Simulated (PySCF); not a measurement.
The dipole of `F[Si@@H]([SiH2]P)C1CC1` from its density and from atomic charges.

Coordinates (GFN2-xTB, Å) and charges (e) from the PBE0/pcSseg-1 density (PySCF):

| atom | x | y | z | Mulliken | IAO | Hirshfeld | ESP-fitted |
| --- | --- | --- | --- | --- | --- | --- | --- |
| F1 | 0.622 | 2.081 | -0.533 | -0.4315 | -0.5466 | -0.2161 | -0.3064 |
| Si2 | 0.161 | 0.532 | -0.710 | +0.8793 | +0.9474 | +0.3528 | +0.3120 |
| Si3 | 2.005 | -0.805 | -0.250 | +0.0398 | +0.2190 | +0.1799 | +0.3711 |
| P4 | 3.883 | 0.282 | 0.313 | -0.1917 | -0.0671 | -0.0094 | -0.3654 |
| C5 | -1.252 | 0.292 | 0.510 | -0.5586 | -0.4370 | -0.1384 | -0.1952 |
| C6 | -2.053 | -0.980 | 0.482 | -0.2180 | -0.2836 | -0.0870 | -0.4473 |
| C7 | -2.685 | 0.300 | 0.050 | -0.1922 | -0.2759 | -0.0823 | -0.1622 |
| H8 | -0.344 | 0.546 | -2.084 | -0.1037 | -0.1329 | -0.0775 | -0.0357 |
| H9 | 2.379 | -1.628 | -1.410 | -0.0259 | -0.0890 | -0.0767 | -0.1041 |
| H10 | 1.759 | -1.736 | 0.861 | -0.0189 | -0.0872 | -0.0741 | -0.0940 |
| H11 | 3.263 | 1.175 | 1.169 | +0.0640 | -0.0002 | -0.0072 | +0.1299 |
| H12 | 3.831 | 1.176 | -0.742 | +0.0634 | +0.0002 | -0.0067 | +0.1335 |
| H13 | -1.090 | 0.710 | 1.498 | +0.1552 | +0.1586 | +0.0481 | +0.1635 |
| H14 | -1.818 | -1.713 | -0.276 | +0.1321 | +0.1410 | +0.0445 | +0.1759 |
| H15 | -2.361 | -1.416 | 1.420 | +0.1369 | +0.1533 | +0.0508 | +0.1856 |
| H16 | -3.424 | 0.754 | 0.693 | +0.1353 | +0.1535 | +0.0522 | +0.1191 |
| H17 | -2.883 | 0.442 | -1.002 | +0.1345 | +0.1467 | +0.0468 | +0.1196 |

**Question.** Form Σ q r in debye for every column and set it beside the full dipole.

**Answer.** The full density gives (-1.85, -1.00, 0.17) D, 2.11 D in size; dipole vectors point from the negative to the positive end.

```json
{"scheme": "Mulliken", "μx": "-1.53", "μy": "-2.42", "μz": "-1.20", "size (D)": "3.11", "share of the full size (%)": "147", "angle to the full dipole (°)": "40"}
{"scheme": "IAO", "μx": "-0.95", "μy": "-3.37", "μz": "-0.61", "size (D)": "3.56", "share of the full size (%)": "169", "angle to the full dipole (°)": "48"}
{"scheme": "Hirshfeld", "μx": "-0.40", "μy": "-1.19", "μz": "0.11", "size (D)": "1.26", "share of the full size (%)": "60", "angle to the full dipole (°)": "43"}
{"scheme": "ESP-fitted", "μx": "-1.78", "μy": "-1.07", "μz": "0.13", "size (D)": "2.08", "share of the full size (%)": "99", "angle to the full dipole (°)": "3"}
```

**Question.** Which set comes closest?

**Answer.** Length of the difference vector: ESP-fitted 0.11 D, Hirshfeld 1.47 D, Mulliken 2.00 D, IAO 2.66 D. Closest: ESP-fitted. ESP charges are fitted to the potential around the molecule, whose slowest-falling term is the dipole's. 

**Question.** What is left for the Hirshfeld atoms' own dipoles?

**Answer.** The Hirshfeld atoms' densities add up to the full density, so μ = Σ q r + Σ (atomic dipoles). The atomic dipoles sum to (-1.85, -1.00, 0.17) − (-0.40, -1.19, 0.11) = (-1.45, 0.19, 0.06) D, 1.47 D in size.

**Question.** With the origin at the mean of the coordinates, (0.000, 0.001, -0.001) Å, which are the largest single terms, by size, of the Hirshfeld dipole along the direction of the full one?

**Answer.** F1 +1.63, Si3 -1.21, C6 -0.96, C7 -0.88, Si2 -0.76 D; all 17 atoms together +0.92 D. The single terms depend on the origin, their sum doesn't.

**Question.** Give the size of the full dipole in other units.

**Answer.** 2.11 D = 0.830 au = 0.439 e·Å = 7.04 × 10⁻³⁰ C·m.

The structure is a single GFN2-xTB conformer in the gas phase; no vibrational or solvent corrections.

The run behind these numbers computed NMR shieldings as well. The run took 36 s (grids of density and orbitals included) on one thread of an Intel Xeon Platinum 8488C (shared host), and the process peaked at 0.84 GiB of memory.

Shape of the structure used: `[F:1][Si@@H:2]([SiH2:3][PH2:4])[CH:5]1[CH2:6][CH2:7]1`: F1–Si2–Si3–P4 0°, F1–Si2–C5–C6 171°, H–P4–Si3–Si2 44°, H–P4–Si3–Si2 -49°.
